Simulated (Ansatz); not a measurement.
`COB(O)Cl` → `[CH2]` (triplet) + `OB(O)Cl`  (formal loss of a carbene)

Isolated molecules relaxed with PBE0-D4/def2-TZVP in Ansatz; ΔE leaves out vibrations. CCSD(T)/CBS is the MP2 limit (def2-TZVPP, def2-QZVPP) plus CCSD(T) − MP2 in def2-TZVPP, frozen cores. This one scheme is used for every species. DFT in def2-TZVPP. B3LYP here is the variant with VWN-RPA as its local correlation; programs differ in this. Triplets are unrestricted, without spin–orbit coupling. One conformer a species, not always the lowest.

```json
{"level": "PBE-D4", "ΔE (eV)": "4.04"}
{"level": "B3LYP-D4", "ΔE (eV)": "3.94"}
{"level": "r2SCAN", "ΔE (eV)": "3.72"}
{"level": "PBE0", "ΔE (eV)": "3.88"}
{"level": "HF/def2-TZVPP", "ΔE (eV)": "2.52"}
{"level": "MP2/def2-TZVPP", "ΔE (eV)": "3.94"}
{"level": "CCSD(T)/def2-TZVPP", "ΔE (eV)": "3.86"}
{"level": "CCSD/CBS(def2)", "ΔE (eV)": "3.84"}
```

**Question.** What does CCSD(T)/CBS give? (Estimate.)

**Answer.** Computed: +3.96 eV. The listed levels differ from it by 0.08, -0.02, -0.24, -0.08, -1.44, -0.02, -0.10, -0.12 eV.

Largest T1 diagnostic among the species: 0.012.

The D4 term adds +0.10 eV with B3LYP and +0.05 eV with PBE0; it sums over pairs of atoms, weighted by their polarisabilities, and B3LYP, whose exchange is more repulsive, gets the larger term. From PBE to PBE0 (25 % exact exchange), in def2-TZVPP and without D4, ΔE moves by −0.10 eV. In def2-TZVPP, CCSD(T) changes the Hartree–Fock value by +1.33 eV (the triples alone add +0.11 eV) and MP2 by +1.42 eV.
